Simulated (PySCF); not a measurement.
GeH4N2Si, GeH5NOSi, GeH5NSi (calculated)

Calculation on a computer-drawn molecule: optimised geometry and harmonic frequencies of an isolated molecule of the commonest isotopes, restricted reference for singlets and unrestricted otherwise, frozen core in MP2; on germanium a core potential holds 10 electrons, which the energies leave out, and 3d is frozen in MP2 and coupled-cluster steps. Program: PySCF 2.14.0.

Common to all runs: charge 0; multiplicity 1; method HF; basis cc-pV(D+d)Z; basis and core potential on germanium cc-pVDZ-PP ECP10MDF.

(1) GeH4N2Si

Start structure:
```xyz
8
GeH4N2Si
N     -0.9541    -1.8182     1.4314
Si    -1.2108    -0.9283     0.1155
N     -0.1446    -0.1548    -0.8395
Ge     0.9727     0.4655    -2.1103
H      0.0652    -2.0080     1.7420
H     -1.5224    -2.2131     2.0869
H     -2.6911    -0.9816    -0.0407
H      0.9831    -1.0313    -2.9844
```

- rotational constants: 22.47, 1.199, 1.152 GHz
- total energy: -693.5469 hartree
- convergence status largest gradient component: 2.378e-05 hartree/bohr

Drawn bonds:
| atom | other atom | order |
| --- | --- | --- |
| 1 | 2 | 1 |
| 2 | 3 | 2 |
| 3 | 4 | 1 |
| 1 | 5 | 1 |
| 1 | 6 | 1 |
| 2 | 7 | 1 |
| 4 | 8 | 1 |

Optimised structure:
```xyz
8
GeH4N2Si
N     -0.8767    -1.8029     1.5051
Si    -1.2375    -0.9852     0.0885
N     -0.2280    -0.4369    -0.9633
Ge     0.9216     0.3963    -2.0607
H      0.0579    -2.0153     1.7954
H     -1.5754    -2.1433     2.1357
H     -2.6994    -0.8781     0.0052
H      1.1354    -0.8045    -3.1050
```

Modes:
| frequency (cm⁻¹) | reduced mass (dalton) |
| --- | --- |
| 68.78 | 6.195 |
| 126.4 | 3.683 |
| 209.5 | 1.16 |
| 310.2 | 4.27 |
| 354.5 | 1.127 |
| 450.3 | 1.573 |
| 462.8 | 4.229 |
| 665.6 | 1.164 |
| 802.7 | 1.252 |
| 844.6 | 1.087 |
| 945 | 3.672 |
| 1023 | 1.339 |
| 1422 | 13.4 |
| 1674 | 1.136 |
| 1888 | 1.024 |
| 2381 | 1.043 |
| 3793 | 1.05 |
| 3899 | 1.098 |

(2) GeH5NOSi

Start structure:
```xyz
9
GeH5NOSi
N     -1.5970     0.5519    -3.2935
Si    -2.1237    -0.1063    -1.7898
Ge    -0.2946     0.5011    -0.3247
O     -0.2061    -0.9284     0.7094
H     -0.7244     0.9606    -3.5520
H     -2.1634     0.5097    -4.1331
H     -0.7614     1.5956     0.6303
H      1.2012     0.8383    -0.3241
H     -0.9809    -1.3385     0.9699
```

- rotational constants: 8.185, 1.816, 1.657 GHz
- total energy: -714.5460 hartree
- convergence status largest gradient component: 4.515e-06 hartree/bohr

Drawn bonds:
| atom | other atom | order |
| --- | --- | --- |
| 1 | 2 | 1 |
| 2 | 3 | 1 |
| 3 | 4 | 1 |
| 1 | 5 | 1 |
| 1 | 6 | 1 |
| 3 | 7 | 1 |
| 3 | 8 | 1 |
| 4 | 9 | 1 |

Optimised structure:
```xyz
9
GeH5NOSi
N     -1.4974     0.5783    -3.2545
Si    -2.3189     0.0293    -1.8685
Ge    -0.4832     0.4570    -0.2628
O     -0.1085    -1.0300     0.6776
H     -0.5561     0.9197    -3.3188
H     -1.9385     0.5601    -4.1562
H     -0.8132     1.5836     0.7409
H      0.8631     0.7964    -0.9273
H     -0.7976    -1.3104     1.2620
```

Modes:
| frequency (cm⁻¹) | reduced mass (dalton) |
| --- | --- |
| 30.55 | 4.845 |
| 117.8 | 3.264 |
| 146.3 | 1.271 |
| 191.6 | 3.763 |
| 331.5 | 3.975 |
| 440.4 | 1.448 |
| 577.3 | 1.089 |
| 624.9 | 1.204 |
| 705.4 | 6.114 |
| 724.5 | 1.106 |
| 835 | 1.113 |
| 868.9 | 1.438 |
| 909.9 | 2.927 |
| 939.2 | 1.086 |
| 963.4 | 1.123 |
| 1709 | 1.118 |
| 2156 | 1.021 |
| 2178 | 1.019 |
| 3759 | 1.05 |
| 3853 | 1.098 |
| 4158 | 1.067 |

(3) GeH5NSi

Start structure:
```xyz
8
GeH5NSi
N     -0.1348    -0.5284     1.3305
Si     1.3089     0.2652     1.0214
Ge     0.9952     0.8523    -1.2816
H     -0.3170    -0.9311     2.3100
H     -0.8452    -0.7537     0.7515
H     -0.0262     0.8073    -2.3955
H      2.3328     0.4225    -2.0384
H      1.3270     2.4567    -1.2887
```

* rotational constants: 14.91, 2.428, 2.143 GHz
* total energy: -639.6590 hartree
* convergence status largest gradient component: 1.882e-05 hartree/bohr

Drawn bonds:
| atom | other atom | order |
| --- | --- | --- |
| 1 | 2 | 1 |
| 2 | 3 | 1 |
| 1 | 4 | 1 |
| 1 | 5 | 1 |
| 3 | 6 | 1 |
| 3 | 7 | 1 |
| 3 | 8 | 1 |

Optimised structure:
```xyz
8
GeH5NSi
N     -0.1199    -0.5095     1.2494
Si     1.3969     0.2518     1.1168
Ge     1.1790     0.9681    -1.2424
H     -0.4064    -0.9416     2.1091
H     -0.8255    -0.5995     0.5422
H     -0.1556     0.5285    -1.8831
H      2.3116     0.3928    -2.1120
H      1.2606     2.5002    -1.3709
```

Modes:
| frequency (cm⁻¹) | reduced mass (dalton) |
| --- | --- |
| 65.45 | 1.162 |
| 182.3 | 3.269 |
| 327.9 | 6.609 |
| 382.8 | 1.049 |
| 498 | 1.235 |
| 598.5 | 1.155 |
| 628.6 | 1.119 |
| 858.4 | 1.376 |
| 892.8 | 1.11 |
| 911.3 | 3.282 |
| 961 | 1.018 |
| 967.6 | 1.031 |
| 1705 | 1.119 |
| 2151 | 1.021 |
| 2174 | 1.023 |
| 2185 | 1.015 |
| 3761 | 1.05 |
| 3856 | 1.098 |
